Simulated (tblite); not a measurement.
Species: C9H10FP.
Cartesian coordinates in Å at the GFN2-xTB level; atoms count from 1:
```
atom  x, y, z in Å
C1    -3.336   -0.526    0.626
C2    -1.944   -0.010    0.361
C3    -1.771    1.176   -0.547
P4    -1.129   -0.402   -1.260
C5     0.625   -0.249   -0.716
C6     1.445    0.727   -1.271
C7     2.775    0.822   -0.904
C8     3.275   -0.084    0.014
F9     4.572    0.003    0.378
C10    2.489   -1.079    0.565
C11    1.161   -1.160    0.187
H12   -3.305   -1.542    1.013
H13   -3.837    0.106    1.360
H14   -3.925   -0.524   -0.289
H15   -1.292   -0.039    1.230
H16   -1.053    1.936   -0.268
H17   -2.667    1.573   -1.007
H18    1.036    1.420   -1.993
H19    3.422    1.578   -1.320
H20    2.917   -1.772    1.272
H21    0.532   -1.936    0.600
```

Calculated harmonic vibrations of the isolated species, GFN2-xTB (tblite), most abundant isotopes, no scaling. The method is semi-empirical: single wavenumbers can be off by several per cent or more. One conformer, not necessarily the lowest.

Harmonic wavenumbers (cm⁻¹): 39.5, 66.6, 93.7, 170.1, 187.8, 235.9, 245.8, 325.7, 369.9, 380.4, 385.0, 407.9, 487.9, 601.4, 604.0, 659.0, 669.7, 691.1, 803.7, 817.1, 831.5, 867.0, 886.0, 909.1, 921.6, 949.5, 981.7, 998.2, 1005.5, 1076.4, 1110.0, 1116.5, 1151.4, 1165.5, 1172.2, 1229.1, 1254.6, 1314.8, 1317.1, 1395.4, 1408.4, 1412.5, 1464.5, 1488.7, 1492.6, 1578.5, 1587.4, 2997.8, 3000.9, 3026.2, 3030.8, 3046.3, 3062.5, 3072.5, 3073.5, 3105.7, 3106.4.

A = 2711, B = 476.0, C = 441.8 MHz; mass 168.050 u (most abundant isotopes); point group C1, symmetry number 1.

What is the zero-point energy?

½Σν̃ = 35425 cm⁻¹ = 101.28 kcal/mol.

Give the ideal-gas entropy at 500 K and 1 bar in the rigid-rotor, harmonic-oscillator model (classical rotation).

Translation 43.86, rotation 32.25, vibration 55.17: S = 131.3 cal/(mol K).

And Cp and H(500 K) − H(0)?

Cp = 65.19 cal/(mol K), of which vibrations give 57.24 (their classical limit is 57 R = 113.3); H(500 K) − H(0) = 18.46 kcal/mol without the zero-point energy, 14.49 from vibrations.

Blend soft modes into free rotors: weight 1/[1 + (100 cm⁻¹/ν̃)⁴] for the oscillator and the rest for a rotor with moment μB/(μ + B), μ = h/(8π²ν), B = 10⁻⁴⁴ kg m². What vibrational entropy results?

51.18 cal/(mol K) in place of 55.17, which changes −T·S at 500 K by +2.00 kcal/mol.

What must be added to the electronic energy to get the Gibbs energy at 500 K and 1 bar?

ZPE + [H(500 K) − H(0)] − T·S = 101.28 + 18.46 − 65.64 = 54.10 kcal/mol.

Which modes carry the vibrational entropy at 500 K?

39.5 cm⁻¹: 6.31; 66.6 cm⁻¹: 5.27; 93.7 cm⁻¹: 4.60; 170.1 cm⁻¹: 3.43; 187.8 cm⁻¹: 3.23; 235.9 cm⁻¹: 2.79 cal/(mol K); the other 51 give 29.53 together.

Hindered rotation and anharmonicity are outside this model. Other conformers, if any are populated, would add a mixing term that is left out. The structure is chiral; the term R ln 2 for an equal mix with its mirror image is left out.

Run on one thread, Arm Neoverse V2, no GPU, shared host. The figure is for the frequency step alone.
